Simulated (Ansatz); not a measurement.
Ansatz (a quantum-chemistry and plane-wave program) input (CCSD(T)/aug-cc-pV(D+d)Z):
A basis named .json is the Basis Set Exchange file of that set.

Ansatz 0.2 input:
```yaml
crystal:
  periodic: [false, false, false]
  atoms:
    - {symbol: Si, position_ang: [-0.62512827, 0.07670704, -0.02454429]}
    - {symbol: N, position_ang: [1.10149453, -0.04493257, -0.01031472]}
    - {symbol: H, position_ang: [-1.14140882, -1.14447336, -0.70602627]}
    - {symbol: H, position_ang: [-1.07076400, 0.10440109, 1.39773793]}
    - {symbol: H, position_ang: [1.65074514, 0.56448139, 0.57651553]}
    - {symbol: H, position_ang: [1.60276174, -0.28377968, -0.85240415]}
basis:
  gaussian:
    orbitals: aug-cc-pV_D+d_Z.json
magnetization: {spin_polarized: true, initial_magnetization: 1}
correlation: {method: ccsd_t, electrons: outside_noble_gas}
output: {forces: true}
```

End of the output:

```
mean field -9407.10226673 eV, -345.7046319393 hartree, gradient 2.6e-6 eV, S^2 0.756349; 0 other end points of the search recorded, 0 dependent functions left out
6 core orbitals not correlated
reference -9407.10226673 eV, -345.7046319393 hartree; 7, 6 occupied and 78, 79 virtual orbitals, 910 factors
densities: 3.02 GiB planned
second order -7.55010889 eV of doubles, -0.00000000 eV of singles
coupled cluster: 1.58 GiB planned
cycle   1  -8.07191921 eV  change   -5.2e-1 eV  update   7.1e-2
cycle   2  -8.33422216 eV  change   -2.6e-1 eV  update   2.4e-2
cycle   3  -8.38821596 eV  change   -5.4e-2 eV  update   1.3e-2
cycle   4  -8.38532289 eV  change    2.9e-3 eV  update   5.2e-3
cycle   5  -8.38541913 eV  change   -9.6e-5 eV  update   2.5e-3
cycle   6  -8.38573752 eV  change   -3.2e-4 eV  update   9.6e-4
cycle   7  -8.38572518 eV  change    1.2e-5 eV  update   3.3e-4
cycle   8  -8.38582593 eV  change   -1.0e-4 eV  update   1.2e-4
cycle   9  -8.38584053 eV  change   -1.5e-5 eV  update   4.4e-5
cycle  10  -8.38582672 eV  change    1.4e-5 eV  update   2.0e-5
cycle  11  -8.38583531 eV  change   -8.6e-6 eV  update   9.5e-6
cycle  12  -8.38583414 eV  change    1.2e-6 eV  update   4.1e-6
cycle  13  -8.38583534 eV  change   -1.2e-6 eV  update   1.8e-6
perturbative correction -0.24849013 eV, -0.0091318440 hartree
the calculation of the forces begins
0.56 GiB of device memory are held for the factors and their scratch space
Total energy: -9415.73659220 eV, -346.0219375478 hartree
Atom 0 at    -0.625128     0.076707    -0.024544 Å, force    -0.547835     0.058128    -0.016110 eV/Å
Atom 1 at     1.101495    -0.044933    -0.010315 Å, force     0.205127    -0.214266     0.120308 eV/Å
Atom 2 at    -1.141409    -1.144473    -0.706026 Å, force    -0.042675    -0.056202    -0.064850 eV/Å
Atom 3 at    -1.070764     0.104401     1.397738 Å, force    -0.037731     0.031205     0.082389 eV/Å
Atom 4 at     1.650745     0.564481     0.576516 Å, force     0.220667     0.251607     0.210407 eV/Å
Atom 5 at     1.602762    -0.283780    -0.852404 Å, force     0.202448    -0.070472    -0.332144 eV/Å
Dipole moment:     0.282214     0.095427    -0.066126 e Å
```

It need not be the lowest isomer of its formula.
